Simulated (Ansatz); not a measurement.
Reaction (formal exchange of groups at the Si–O bond): `O[SiH](O)F` + `CC=C=N` → `C[SiH](O)F` + `N=C=CO`

Computed with Ansatz on PBE0-D4/def2-TZVP structures; ΔE is electronic, products minus reactants. CCSD(T)/CBS adds triple-zeta CCSD(T) − MP2 to the extrapolated MP2 energy (def2 sets, frozen cores). This one scheme is used for every species. One conformer a species, not always the lowest.

| species | HF/def2-TZVPP energy (Eh) |
| --- | --- |
| `O[SiH](O)F` | -540.16135 |
| `CC=C=N` | -170.97919 |
| `C[SiH](O)F` | -504.26200 |
| `N=C=CO` | -206.80281 |

Task: Work out ΔE.

Result: ΔE = (-504.26200) + (-206.80281) − (-540.16135) − (-170.97919) = 0.07573 Eh = +198.8 kJ/mol. CCSD(T)/CBS gives +186.0 kJ/mol.

Largest T1 diagnostic among the species: 0.014.

From BLYP to BHLYP (50 % exact exchange), in def2-TZVPP and without D4, ΔE moves by +18.8 kJ/mol. In def2-TZVPP, CCSD(T) changes the Hartree–Fock value by −14.6 kJ/mol (the triples alone add −2.7 kJ/mol) and MP2 by −4.7 kJ/mol.
